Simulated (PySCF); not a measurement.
**Dipole moment and polarisability across levels of theory**

Compound: C2H9OPSi.
Z-matrix (Å and degrees, PBE0-D3(BJ)/def2-SVP geometry), rows numbered from 1:
```
C 
C   1  1.5270
Si  2  1.8792  1  113.10
O   3  1.6720  2  111.74  1    55.65
P   3  2.2699  2  107.86  1   175.70
H   1  1.1014  2  111.39  3    62.26
H   1  1.1012  2  111.94  3  -177.39
H   1  1.1010  2  111.07  3   -56.87
H   2  1.1048  1  111.04  3  -121.92
H   2  1.1050  1  110.73  3   121.23
H   3  1.4911  2  110.53  1   -59.99
H   4  0.9617  3  116.38  2    66.53
H   5  1.4293  3   93.38  2    68.38
H   5  1.4276  3   94.21  2   162.63
```

PySCF, dipoles from the SCF density, polarisabilities from static response with core orbitals frozen. Geometry: PBE0-D3(BJ)/def2-SVP, one conformer, isolated molecule.

The anisotropy is √(½[(α1 − α2)² + (α2 − α3)² + (α3 − α1)²]).

```
              level  μ (D)  α (au)  anisotropy (au)
      LDA/def2-SVPD  1.258   89.51            30.78
      PBE/def2-SVPD  1.238   87.96            30.01
    B3LYP/def2-SVPD  1.263   85.16            27.77
     PBE0/def2-SVPD  1.251   84.51            27.73
BHandHLYP/def2-SVPD  1.276   81.89            25.60
CAM-B3LYP/def2-SVPD  1.260   83.72            26.25
  wB97X-D/def2-SVPD  1.250   83.69            26.70
  LC-wPBE/def2-SVPD  1.241   81.78            25.12
       HF/def2-SVPD  1.280   78.54            22.91
        PBE0/6-31G*  1.203   69.49            24.66
       PBE0/6-31+G*  1.332   78.29            26.94
      PBE0/def2-SVP  1.130   71.31            23.33
   PBE0/aug-cc-pVDZ  1.219   86.72            28.96
     PBE0/def2-TZVP  1.233   80.96            28.07
    PBE0/def2-TZVPD  1.229   86.20            28.68
```

The dipole runs from 1.13 D (PBE0/def2-SVP) to 1.33 D (PBE0/6-31+G*). No reference polarisability is at hand; against PBE0 in the largest diffuse basis at hand (def2-TZVPD) the other PBE0 rows deviate by 6-31G* -19%, 6-31+G* -9%, def2-SVP -17%, def2-SVPD -2%, aug-cc-pVDZ +1%, def2-TZVP -6%. In one basis (def2-SVPD) the functionals order the polarisability from HF (lowest) to LDA (highest), a spread of 14%. With PBE0 the polarisability is 73.92 au without diffuse functions (mean of 6-31G*, def2-SVP and def2-TZVP) and 83.93 au with them (mean of 6-31+G*, def2-SVPD, aug-cc-pVDZ and def2-TZVPD).

Without π bonds the low states are Rydberg-like; a valence basis with one diffuse set may place them up to an eV too high.
